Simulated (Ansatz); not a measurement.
Species: sum formula H3SiO4, charge -1, multiplicity 1. It need not be the lowest isomer of its formula. Whether it binds its extra electron was not tested at this geometry. 
Geometry from a B3LYP-D3(BJ)/def2-TZVP (Ansatz, a first-principles code) optimisation:
```
Si
O 1 1.5573
O 1 1.6905 2 115.46
H 3 0.9609 1 107.36 2 24.03
O 1 1.6905 2 115.46 4 -129.87
H 5 0.9609 1 107.36 2 24.03
O 1 1.6905 2 115.46 4 110.13
H 7 0.9609 1 107.36 2 24.03
```
Charge -1, spin multiplicity 1.

Basis-set convergence of Hartree-Fock and CCSD correlation energies (hartree) with Ansatz. Correlated levels leave the core frozen unless marked. Spin-orbit coupling is left out. No relativistic terms.

```
basis            functions       E(HF)  E(corr, CCSD)
---------------  ---------  ----------  -------------
aug-cc-pV(D+d)Z        151  -590.40687       -0.93548
aug-cc-pV(T+d)Z        308  -590.51026       -1.12570
aug-cc-pV(Q+d)Z        547  -590.53423       -1.19185
```

Extrapolating the two largest sets (X = 3 and 4) as X^-3: E(corr) = (64·(-1.19185) - 27·(-1.12570))/37 = -1.2401 Eh, an estimate of the basis-set limit. The largest set recovers 96.1 % of it, the smallest 75.4 %.
